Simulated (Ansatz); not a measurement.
Mulliken charges of `[OH][GeH]([F])[SH]` from B3LYP/def2-TZVPP in Ansatz (PBE0-D4/def2-TZVP geometry).

```tsv
atom	x (Å)	y (Å)	z (Å)	charge (e)
O1	-1.289	0.664	0.581	-0.403
Ge2	0.292	-0.093	0.465	0.749
F3	0.235	-1.627	1.267	-0.373
S4	0.804	-0.654	-1.602	-0.284
H5	-1.960	0.207	0.065	0.186
H6	1.266	0.817	1.209	0.009
H7	0.714	0.617	-2.030	0.116
```

By hand: the dipole of these point charges (1 e Å = 4.8032 D).

Σ q r = (0.152, 0.573, -0.116) e Å, of length 0.604 e Å = 2.90 D.

How does the dipole of the full density compare? (Estimate.)

Ansatz gave: (-0.003, 0.318, -0.285) e Å, 2.05 D; the point charges give 1.41 times that, at 34° from its direction.

Point charges leave out the atoms' own dipoles, such as those of lone pairs, and Mulliken's split depends on the basis, so the two needn't agree.

B3LYP here is the variant with VWN-RPA as its local correlation; programs differ in this.
